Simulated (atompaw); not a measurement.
# Zr: one change to a PAW (atompaw) potential, before and after

| Item | Value |
| --- | --- |
| Element | Zr |
| Generator | atompaw 4.2.0.5 |
| Type | PAW |
| Functional | PBE |
| Relativity | scalar-relativistic |
| Frozen core | [Ar] 3d10 |
| Valence charge | 12 |
| Reference configuration | 4s2 4p6 4d2 5s1.5 5p0 (charge +0.5) |
| Partial waves | 4s (bound): rc 2.25 bohr; 5s (bound): rc 2.90 bohr; 4p (bound): rc 2.30 bohr; 5p (bound, empty): rc 2.90 bohr; 4d (bound): rc 2.90 bohr; 4d channel at -0.05 Ry: rc 2.90 bohr |
| Local potential | ultrasoft scheme with l = 3 at 0 Ry, radius 2.55 bohr |
| Core correction | smooth core density matched at 2.70 bohr |
| Augmentation charge | besselshape compensation charge, radius 2.85 bohr; PAW radius 2.90 bohr; waves and projectors: custom polynom vanderbiltortho |

Change: local potential vpsmatchnc scheme with l = 3 at 0 Ry, radius 2.55 bohr.

Cutoffs: the cutoffs (Ry, on a coarse ladder) from which the occupation-weighted sum of valence levels, in a spherical-Bessel basis at the reference potential, stays within 10 and 1 mRy of its value at 400 Ry; they do not see the model core or the augmentation charge, which bear on the density cutoff.

Task: What does the change do?

Result: The potential gets softer (18 Ry and 30 Ry → 15 Ry and 30 Ry); the bound ghost in s disappears; the range in which the s phases agree widens (upper end -0.4 → 1.1); the range in which the p phases agree narrows (upper end 3.8 → 0.4). A state that the projectors do not describe sees the local part alone, so a deeper or shallower local part can create or remove a ghost.

```tsv
quantity	base	changed
cutoff, loose	18 Ry	15 Ry
cutoff, tight	30 Ry	30 Ry
bound ghosts	s	none
s: phases at 2.91 bohr within 0.05 rad from the reference energy up to (Ry; the scan ends near 5)	-0.4	1.1
p: phases at 2.91 bohr within 0.05 rad from the reference energy up to (Ry; the scan ends near 5)	3.8	0.4
d: phases at 2.91 bohr within 0.05 rad from the reference energy up to (Ry; the scan ends near 5)	1.8	to the end of the scan
lowest overlap eigenvalue by channel	s 0.56, p 0.65, d 0.93	s 0.48, p 0.62, d 0.91
```

 A true bound ghost makes a file unfit for plane-wave use even where its test errors are small: the radial tests pick states by their node count and pass the ghost by. The cutoffs see the waves, projectors and local potential, not the compensation charge or the core.
